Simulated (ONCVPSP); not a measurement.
# oxygen: one change to an ONCV potential, before and after

```
Element                 : oxygen
Generator               : ONCVPSP 4.0.1
Type                    : optimised norm-conserving Vanderbilt (ONCV)
Functional              : PBE
Relativity              : scalar-relativistic
Frozen core             : [He]
Valence charge          : 6
Reference configuration : 2s1.75 2p4.25
Partial waves           : 2s: rc 0.80 bohr, ncon 4, nbas 8, qcut 9 1/bohr, local; 2p: rc 1.05 bohr, ncon 4, nbas 8, qcut 8.5 1/bohr, 2 projectors, debl 0.5 Ha; d scattering state at 0.04 Ha: rc 0.80 bohr, ncon 3, nbas 6, qcut 13.6 1/bohr, 2 projectors, debl 3.8 Ha
Local potential         : the s channel
Core correction         : Teter function, fcfact 2.75, rcfact 1.5
```

All-electron outer shells of the reference configuration (PBE, scalar-relativistic, ld1.x):

```
shell  level (eV)  outermost node (bohr)  outermost maximum (bohr)
   1s     -514.88                      –                      0.13
   2s      -24.08                   0.28                      0.87
   2p       -9.14                      –                      0.82
```

Change: s: qcut 6.9; p: qcut 6.5; d: qcut 10.4.

Cutoffs: the cutoffs (Ha) at which the residual kinetic energy of the hardest occupied pseudo-wave falls to 1 and 0.1 mHa per electron; they do not see the model core or the augmentation charge, which bear on the density cutoff. Errors are all-electron minus pseudo energies relative to the spin-unpolarised reference configuration.

Predict the effect on cutoff, ghosts and configuration errors.

The potential gets harder (54 Ha and 172 Ha → 168 Ha and 263 Ha); of the 4 tests that both files solve, the error grows in 4 and shrinks in 0 by more than 15 % and 0.3 meV (median size 9.1 → 15.8 meV); neither file shows a bound ghost.

| quantity | base | changed |
| --- | --- | --- |
| cutoff, loose | 54 Ha | 168 Ha |
| cutoff, tight | 172 Ha | 263 Ha |
| loose cutoff by channel | s 40 Ha, p 54 Ha | s 150 Ha, p 168 Ha |
| bound ghosts | none | none |
| GHOST(+) flags under 300 eV | none | none |
| error for 2s2 2p4, meV [ΔE -3.73 eV] | +0.8 | +1.1 |
| error for 2s2 2p3, meV [ΔE 12.70 eV] | +14 | +25 |
| error for 2s2 2p2, meV [ΔE 46.28 eV] | +96 | +158 |
| error for 2s2 2p3.5, meV [ΔE 2.55 eV] | +3.9 | +6.8 |
| s: phases at 0.81 bohr within 0.05 rad from the reference energy up to (Ha; the scan ends near 5) | to the end of the scan | to the end of the scan |
| p: phases at 1.06 bohr within 0.05 rad from the reference energy up to (Ha; the scan ends near 5) | to the end of the scan | to the end of the scan |
| d: phases at 0.81 bohr within 0.05 rad from the reference energy up to (Ha; the scan ends near 5) | to the end of the scan | to the end of the scan |
| rms error of d²Exc/dni dnj with the model core, mHa | 1.32 | 1.54 |
